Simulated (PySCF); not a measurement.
Stationary points of TiO₂

All numbers come from B3LYP/[Ti def2-TZVP, O def2-TZVP], no relativity, density fitting, PySCF.

Relaxations began from a few typed shapes. The search is not exhaustive: other isomers or separated fragments can lie lower, and high-lying points may rest on an excited occupation.

Problem. Order these stationary points by electronic energy, lowest first, in kJ/mol from the lowest minimum.
A. singlet C2v: Ti–O 1.641 Å (×2); O–Ti–O 112.0°
B. singlet D∞h: Ti–O 1.706 Å (×2); O–Ti–O 180.0°

Solution. A (0.0), B (181.4).

Problem. Which of them are minima?

Solution. By energy in kJ/mol, 0.0: minimum; 181.4: saddle point, 2 imaginary modes.

Formally Ti is in oxidation state +4, d0. A d0 centre has no lone pair, yet it is C2v rather than linear: covalent bonding through the d orbitals favours lower symmetry. The polar-tensor charge on Ti, 1.81, is far below the formal one.
